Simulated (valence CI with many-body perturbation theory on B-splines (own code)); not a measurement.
# E1 line list for Gd15+

Level of theory: relativistic CI+MBPT: three valence electrons over a frozen Dirac-Fock core [Kr] 4d10, radial functions for each j: 8 s, 8 p, 9 d, 9 f, 6 g, 3 h, 2 i, with the one-electron correlation potential Σ1, the two-electron term Σ2, the three-electron term Σ3, Breit, model QED; selected CI, second order for the rest (own B-spline code, finite nucleus).

No measured levels were compared; by estimate terms of the open shell hold to a few per cent of their energy, and close levels can change places; configurations with another count of f electrons can be misplaced by thousands of cm⁻¹. Core correlation moves these levels by up to 36000 cm⁻¹, and in measured spectra 5 to 20 % of such shifts remained as error; rates that hang on mixing are uncertain with them.

Lines 1 to 50 of 200 in falling wavelength, among levels below 14.691 eV, chosen from the strongest by gf and those to the six lowest levels. Wavelengths and rates use the calculated energies, so an error of 2000 cm⁻¹ moves a line at 17600 Å by 35 % and its rate by three times that or more. Electric multipoles are in the length gauge, E1 and E2 with the static RPA response of the core. Weak lines are less certain than strong ones. Lines between different terms over intervals too small for the method are left out, as are lines whose strength nearly cancels. Where a level lies close to another of its J and parity, the split of strength between their lines is uncertain. The highest levels of a list are the least certain.

Names give the largest LS component (configuration and term), which can be under half, so a name can repeat, a term be missing and a line seem to break the LS rules; names also repeat where a configuration has a term twice. Letters in brackets count levels of one name in rising energy.

| λ vac (Å) | Upper | Lower | A (s⁻¹) | log gf | Branch % |
| --- | --- | --- | --- | --- | --- |
| 17600 | 4f3 2G°_9/2 [b] | 4f2.5s 2G_9/2 | 2.43e+00 | -5.95 | 4.7 |
| 12580 | 4f3 2G°_7/2 [b] | 4f2.5s 2G_9/2 | 2.44e+00 | -6.33 | 2.3 |
| 10630 | 4f2.5s 4F_9/2 | 4f3 2H°_11/2 [b] | 2.19e+00 | -6.43 | 0.1 |
| 9699 | 4f2.5s 2H_9/2 | 4f3 2H°_9/2 [b] | 6.59e+00 | -6.03 | 0.2 |
| 9557 | 4f3 2G°_9/2 [b] | 4f2.5s 2G_7/2 | 4.07e+00 | -6.25 | 7.9 |
| 9338 | 4f3 2G°_7/2 [b] | 4f2.5s 2F_5/2 | 2.56e+01 | -5.57 | 24.3 |
| 8120 | 4f2.5s 4F_3/2 | 4f3 4D°_1/2 | 1.00e+01 | -6.40 | 0.3 |
| 8086 | 4f2.5s 2H_9/2 | 4f3 4D°_7/2 | 4.22e+00 | -6.38 | 0.1 |
| 7854 | 4f3 2G°_7/2 [b] | 4f2.5s 2G_7/2 | 1.99e+01 | -5.83 | 18.9 |
| 7500 | 4f2.5s 4H_13/2 | 4f3 2I°_13/2 | 3.22e+00 | -6.42 | 0.3 |
| 7463 | 4f2.5s 4F_9/2 | 4f3 2H°_9/2 [b] | 7.18e+00 | -6.22 | 0.2 |
| 6470 | 4f2.5s 4F_9/2 | 4f3 4D°_7/2 | 4.60e+01 | -5.54 | 1.1 |
| 6427 | 4f2.5s 2F_7/2 | 4f3 2F°_5/2 | 2.43e+01 | -5.92 | 0.2 |
| 6399 | 4f2.5s 2H_11/2 | 4f3 2H°_11/2 [b] | 4.18e+01 | -5.51 | 1.0 |
| 6039 | 4f2.5s 4F_5/2 | 4f3 4D°_3/2 | 4.91e+01 | -5.79 | 1.3 |
| 5883 | 4f2.5s 2F_5/2 | 4f3 2D°_3/2 [b] | 5.41e+01 | -5.77 | 0.6 |
| 5784 | 4f3 2G°_7/2 [b] | 4f2.5s 4F_9/2 | 1.08e+01 | -6.36 | 10.3 |
| 5577 | 4f2.5s 2H_9/2 | 4f3 2I°_11/2 | 1.97e+02 | -5.04 | 6.9 |
| 5569 | 4f2.5s 2G_7/2 | 4f3 2H°_9/2 [b] | 3.29e+01 | -5.91 | 0.5 |
| 5334 | 4f2.5s 2G_9/2 | 4f3 2H°_11/2 [b] | 3.43e+01 | -5.83 | 0.9 |
| 5106 | 4f2.5s 4F_7/2 | 4f3 4D°_5/2 | 1.13e+02 | -5.45 | 3.0 |
| 4970 | 4f2.5s 2D_5/2 | 4f3 2F°_7/2 | 7.50e+01 | -5.78 | 0.3 |
| 4757 | 4f2.5s 4F_9/2 | 4f3 2I°_11/2 | 1.04e+02 | -5.45 | 2.6 |
| 4426 | 4f2.5s 2D_5/2 | 4f3 2F°_5/2 | 3.32e+01 | -6.23 | 0.1 |
| 4289 | 4f2.5s 4H_11/2 | 4f3 2G°_9/2 [a] | 2.37e+01 | -6.10 | 1.9 |
| 4282 | 4f2.5s 2D_3/2 | 4f3 2F°_5/2 | 1.97e+02 | -5.66 | 1.4 |
| 4267 | 4f2.5s 4H_9/2 | 4f3 4G°_7/2 | 5.20e+01 | -5.85 | 4.3 |
| 4247 | 4f2.5s 2H_11/2 | 4f3 2I°_13/2 | 8.89e+02 | -4.54 | 20.4 |
| 4235 | 4f2.5s 2F_7/2 | 4f3 2D°_5/2 [b] | 8.04e+01 | -5.76 | 0.8 |
| 4033 | 4f2.5s 2G_9/2 | 4f3 4D°_7/2 | 9.18e+01 | -5.65 | 2.5 |
| 3969 | 4f2.5s 4H_7/2 | 4f3 4G°_5/2 | 8.63e+01 | -5.79 | 6.5 |
| 3831 | 4f2.5s 2G_7/2 | 4f3 4D°_5/2 | 6.33e+01 | -5.95 | 1.0 |
| 3709 | 4f2.5s 4H_11/2 | 4f3 4G°_9/2 | 1.27e+02 | -5.50 | 10.2 |
| 3671 | 4f2.5s 2H_11/2 | 4f3 2I°_11/2 | 5.73e+01 | -5.86 | 1.3 |
| 3603 | 4f2.5s 4H_13/2 | 4f3 4G°_11/2 | 2.01e+02 | -5.26 | 16.1 |
| 3583 | 4f2.5s 4H_9/2 | 4f3 2G°_7/2 [a] | 5.47e+01 | -5.98 | 4.5 |
| 3354 | 4f2.5s 2F_5/2 | 4f3 2P°_3/2 | 1.33e+02 | -5.87 | 1.6 |
| 3300 | 4f2.5s 4F_5/2 | 4f3 2D°_3/2 [a] | 9.45e+01 | -6.03 | 2.6 |
| 3263 | 4f2.5s 2D_5/2 | 4f3 2D°_5/2 [b] | 7.57e+01 | -6.14 | 0.3 |
| 3198 | 4f2.5s 4P_5/2 | 4f3 2F°_7/2 | 2.17e+02 | -5.70 | 0.5 |
| 3184 | 4f2.5s 2D_3/2 | 4f3 2D°_5/2 [b] | 6.28e+02 | -5.42 | 4.3 |
| 3150 | 4f2.5s 4F_9/2 | 4f3 4G°_11/2 | 1.13e+02 | -5.77 | 2.8 |
| 3052 | 4f2.5s 4F_9/2 | 4f3 2G°_9/2 [a] | 1.64e+02 | -5.64 | 4.1 |
| 3038 | 4f2.5s 4F_5/2 | 4f3 4G°_7/2 | 2.35e+02 | -5.71 | 6.4 |
| 3030 | 4f2.5s 2D_3/2 | 4f3 2D°_3/2 [b] | 1.08e+02 | -6.23 | 0.7 |
| 2964 | 4f2.5s 4P_5/2 | 4f3 2F°_5/2 | 1.44e+02 | -5.94 | 0.3 |
| 2902 | 4f2.5s 4F_7/2 | 4f3 4G°_9/2 | 3.00e+02 | -5.52 | 8.1 |
| 2879 | 4f2.5s 4H_11/2 | 4f3 2H°_11/2 [a] | 4.48e+01 | -6.17 | 3.6 |
| 2846 | 4f2.5s 4H_7/2 | 4f3 2H°_9/2 [a] | 3.36e+00 | -7.49 | 0.3 |
| 2811 | 4f2.5s 4F_3/2 | 4f3 4G°_5/2 | 7.36e+02 | -5.46 | 21.8 |

Task: How does gf follow from A for the line at 8120 Å?

Result: gf = 1.4992 × (2J+1)_upper × A / σ², with σ = 12315 cm⁻¹ and 2J+1 = 4: gf = 3.96e-07.
